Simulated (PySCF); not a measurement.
## Radial density of Sc(9+) (scandium, charge +9)

revPBE, [Ne] 3s2, closed-shell 1S. Computed with PySCF 2.14 in an even-tempered Gaussian basis (19 s from 0.49 bohr⁻², ratio 2.5; 12 p from 0.64 bohr⁻², ratio 2.5; 5 d from 2.8 bohr⁻², ratio 2.7; 4 f from 4.2 bohr⁻², ratio 2.7), with scalar relativity by spin-free X2C-1e.

```csv
r (bohr),4πr²ρ (e/bohr)
0.00136,0.1746
0.00228,0.4525
0.00384,1.146
0.00646,2.788
0.0109,6.325
0.0183,12.73
0.0307,20.93
0.0517,24.80
0.0870,19.70
0.146,18.96
0.246,25.66
0.414,13.30
0.696,3.568
1.17,1.662
1.97,0.04804
3.31,5.070e-05
```

Densities and radii are taken from the X2C orbitals without a picture-change correction, which distorts them close to the nucleus.
